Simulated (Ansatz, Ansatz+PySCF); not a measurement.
```xyz
2

C     0.0000    0.0000    0.0000
C     0.5334    0.7113    1.5399
```

Basis set: STO-3G (spherical functions). Left uncorrelated: 2 orbitals. Correlation on ROHF uses semicanonical orbitals with singles. Charge 0, multiplicity 3.

Computed with Ansatz (development build ahead of 0.2.0); the reference of a correlated method needn't be the lowest determinant of its kind.

**Question.** Give the atomization energy at this shape (free ground-state atoms in the same class of orbitals less the molecule, no zero-point energy) of triplet C2 by full CI (lowest root of this spin), UHF-CCSD(T), UHF-CCSD, ROHF-CCSD(T), ROHF-CCSD.

**Answer.**

```tsv
method	atomization energy
full CI (lowest root of this spin)	3.36 eV
UHF-CCSD(T)	3.01 eV
UHF-CCSD	2.87 eV
ROHF-CCSD(T)	2.90 eV
ROHF-CCSD	2.74 eV
```

Caution: another spin multiplicity may lie lower. Caution for UHF-CCSD(T), UHF-CCSD: large amplitudes, a single reference is doubtful; the determinant may break the point group; the program doubts this total; the unrestricted determinant is a mixture of spin states. Caution for UHF-CCSD(T), UHF-CCSD, ROHF-CCSD(T), ROHF-CCSD: the reference determinant was not shown to be the lowest. Caution for ROHF-CCSD(T), ROHF-CCSD: an unrestricted determinant lies well below; the amplitudes may be one of several solutions. Caution for ROHF-CCSD(T): another reference gives a lower total.

This basis has no polarisation functions and is too small for such energies, which can lie far from measured ones in either direction.
